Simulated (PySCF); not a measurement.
How methods differ on the ionisation energy of P⁺

P⁺ [Ne] 3s2 3p2 (3P) → P²⁺ [Ne] 3s2 3p1 (2P), as a difference of total energies. Calculation: PySCF 2.14, in x2c-QZVPPall with one added diffuse shell each of s, p, d, f type (10s7p5d3f1g, 86 functions); the spin-free X2C one-electron Hamiltonian (Gaussian nucleus). Correlated levels: valence: [Ne] frozen. The calculations carry no spin-orbit coupling.

```json
{"method": "UHF", "ionisation energy (eV)": "19.157", "difference from reference (eV)": "-0.612"}
{"method": "MP2 (valence)", "ionisation energy (eV)": "19.644", "difference from reference (eV)": "-0.125"}
{"method": "SCS-MP2 (valence)", "ionisation energy (eV)": "19.553", "difference from reference (eV)": "-0.216"}
{"method": "CCSD (valence)", "ionisation energy (eV)": "19.671", "difference from reference (eV)": "-0.098"}
{"method": "CCSD(T) (valence)", "ionisation energy (eV)": "19.712", "difference from reference (eV)": "-0.057"}
```

Reference: 19.769 eV (semi-empirical (NIST evaluation); NIST Atomic Spectra Database, ionization energies).

The reference lies between the lowest fine-structure levels, while these numbers refer to the centres of the terms.

Errors of the correlated levels include the incompleteness of this basis and the frozen core.
